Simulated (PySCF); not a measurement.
**Phosphorus: a sound run and one with changed settings**

Sound run: P⁺ [Ne] 3s2 3p2, P²⁺ [Ne] 3s2 3p1. Computed with PySCF 2.14 in x2c-SVPall, with scalar relativity by spin-free X2C-1e. In the sound run the correlated levels freeze [Ne]. The sound run starts from symmetry-adapted Hartree-Fock orbitals and uses a fine grid where one is needed.

Changed run: no relativity, point nucleus. This setting is unsound on purpose.

```json
{"species": "P⁺", "method": "UHF", "sound run (hartree)": "-341.03801", "changed run (hartree)": "-340.14035", "converged": "yes"}
{"species": "P⁺", "method": "M06-2X", "sound run (hartree)": "-341.57119", "changed run (hartree)": "-340.67383", "converged": "yes"}
{"species": "P⁺", "method": "PBE", "sound run (hartree)": "-341.41847", "changed run (hartree)": "-340.52144", "converged": "yes"}
{"species": "P⁺", "method": "MP2", "sound run (hartree)": "-341.08769", "changed run (hartree)": "-340.19003", "converged": "yes"}
{"species": "P⁺", "method": "CCSD(T)", "sound run (hartree)": "-341.10868", "changed run (hartree)": "-340.21109", "converged": "yes"}
{"species": "P²⁺", "method": "UHF", "sound run (hartree)": "-340.33331", "changed run (hartree)": "-339.43567", "converged": "yes"}
{"species": "P²⁺", "method": "M06-2X", "sound run (hartree)": "-340.85129", "changed run (hartree)": "-339.95385", "converged": "yes"}
{"species": "P²⁺", "method": "PBE", "sound run (hartree)": "-340.69114", "changed run (hartree)": "-339.79410", "converged": "yes"}
{"species": "P²⁺", "method": "MP2", "sound run (hartree)": "-340.37261", "changed run (hartree)": "-339.47499", "converged": "yes"}
{"species": "P²⁺", "method": "CCSD(T)", "sound run (hartree)": "-340.39270", "changed run (hartree)": "-339.49518", "converged": "yes"}
```

Ionisation energy of P⁺:

```
 method  sound run (eV)  changed run (eV)
    UHF          19.176            19.175
 M06-2X          19.590            19.592
    PBE          19.792            19.792
    MP2          19.458            19.457
SCS-MP2          19.381            19.379
   CCSD          19.475            19.472
CCSD(T)          19.483            19.481
```

Most of the change in total energy is the relativistic energy itself. On top of that the contraction fixes the core shape for the Hamiltonian it was made with, so the changed run is not a good calculation with the other Hamiltonian either.

For comparison, NIST gives 19.769 eV between the lowest levels.
